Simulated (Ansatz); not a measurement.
```xyz
18

C     0.0000    0.0000    0.0000
C     1.1691    0.6750    0.0000
C     2.4249   -0.0500    0.0000
C     3.5940    0.6250    0.0000
C     4.8497   -0.1000    0.0000
C     5.4343   -0.4375    1.1691
C     6.6901   -1.1625    1.1691
C     7.2746   -1.5000    2.3383
H     0.0000   -1.0900    0.0000
H    -0.9440    0.5450    0.0000
H     1.1691    1.7650    0.0000
H     2.4249   -1.1400    0.0000
H     3.5940    1.7150    0.0000
H     5.3217   -0.3725   -0.9440
H     4.9623   -0.1650    2.1131
H     7.1620   -1.4350    0.2252
H     6.8026   -1.2275    3.2822
H     8.2186   -2.0450    2.3383
```

Basis set: def2-TZVP. Charge 0. Computed with Ansatz (development build ahead of 0.2.0); the lowest solution found for each multiplicity.

(1) How do the multiplicities compare at this shape? Give, from the lowest of each method, PBE0 (restricted) for 1, 3; PBE0 (unrestricted) for 1, 3.

Answers

(1)

| method | multiplicity | E (eV) | <S²> |
| --- | --- | --- | --- |
| PBE0, restricted | 1 | 0.000 | 0.00 |
| PBE0, restricted | 3 | 3.129 | 2.00 |
| PBE0, unrestricted | 1 | 0.000 | 0.00 |
| PBE0, unrestricted | 3 | 3.037 | 2.01 |
